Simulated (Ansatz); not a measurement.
Ansatz (a first-principles code) input (RI-MP2/def2-QZVPPD):
A basis named .json is the Basis Set Exchange file of that set.

Ansatz 0.2 input:
```yaml
crystal:
  periodic: [false, false, false]
  atoms:
    - {symbol: Y, position_ang: [0.43108502, 0.38027413, 0.42859133]}
    - {symbol: Br, position_ang: [-0.41451380, 1.62204549, -1.69060094]}
    - {symbol: Br, position_ang: [-0.06583808, -2.04577952, 1.21302774]}
basis:
  gaussian:
    orbitals: def2-QZVPPD.json
    fitting: {mean_field: def2-universal-jkfit, correlation: def2-QZVPPD-RIFIT.json}
magnetization: {spin_polarized: true, initial_magnetization: 1}
correlation: {method: mp2, electrons: outside_noble_gas}
```

Output:

```
Functional definition: HF
integrals: 0.55 GiB planned
787 factors; integrals over basis functions are off by at most 1.3e0 eV
880 factors; integrals over basis functions are off by at most 1.3e1 eV
mean field: 1.58 GiB planned
mean field evaluation 1: about -141034.6132 eV, gradient 1.4e1 eV
mean field evaluation 2: about -141036.1266 eV, gradient 9.8e0 eV
mean field evaluation 4: about -141036.5443 eV, gradient 9.1e-1 eV
mean field evaluation 8: about -141036.5758 eV, gradient 1.6e-5 eV
mean field evaluation 16: about -141036.5662 eV, gradient 5.2e-1 eV
mean field -141036.57579096 eV, -5182.9985622930 hartree, gradient 1.9e-6 eV, S^2 0.751950; 4 other end points of the search recorded, 0 dependent functions left out
32 core orbitals not correlated
reference -141036.57579096 eV, -5182.9985622930 hartree; 9, 8 occupied and 236, 237 virtual orbitals, 880 factors
second order -10.87717829 eV of doubles, -0.00000000 eV of singles
Total energy: -141047.45296924 eV, -5183.3982912223 hartree
```

The spin state was set by rule; other spins were not relaxed.
